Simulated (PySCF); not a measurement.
Sn(H)2(F)(Me) (CH5FSn), SMILES [F][SnH2][CH3].

Geometry optimised at B3LYP-D3(BJ)/def2-SVP. The def2 effective core potentials stand for the cores of Sn; spin–orbit coupling is left out.

The numbers are results of C-PCM-B3LYP/def2-SVP in PySCF, not measurements.

The values are the electrostatic part of the solvation free energy, E(continuum) − E(gas) at the gas-phase geometry, in a cavity of scaled van der Waals radii (PySCF's table); cavitation and dispersion terms are not included. A continuum can't describe solvent molecules that bind to the metal. In vacuum the orbital gap is 7.93 eV. The dipole moment in vacuum is 3.02 D.

Estimate the values in water (ε = 78.36), tetrahydrofuran (ε = 7.43), chloroform (ε = 4.71). (Estimate from the structure and the level; the computed values follow.)


```tsv
solvent	ε	ΔG(elec) (kcal/mol)	dipole (D)	gap (eV)
water	78.36	-4.5	3.68	7.83
tetrahydrofuran	7.43	-3.9	3.58	7.85
chloroform	4.71	-3.5	3.52	7.86
```
